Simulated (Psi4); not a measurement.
CH2 (SMILES [CH2]), singlet, at a GFN2-xTB geometry.

Psi4 was given this input:
```
memory 2 GB

molecule mol {
0 1
C     0.001065    0.163900    0.016239
H    -0.884818   -0.486960   -0.038745
H     0.878429   -0.496439   -0.058687
}

set {
  basis 3-21g
  reference rks
}

energy('b3lyp')
print_variables()
```

Q: What does this run give for the number of basis functions, dipole moment?

A: 
| Quantity | Value |
|---|---|
| number of basis functions | 13 |
| dipole moment | 2.10 D |
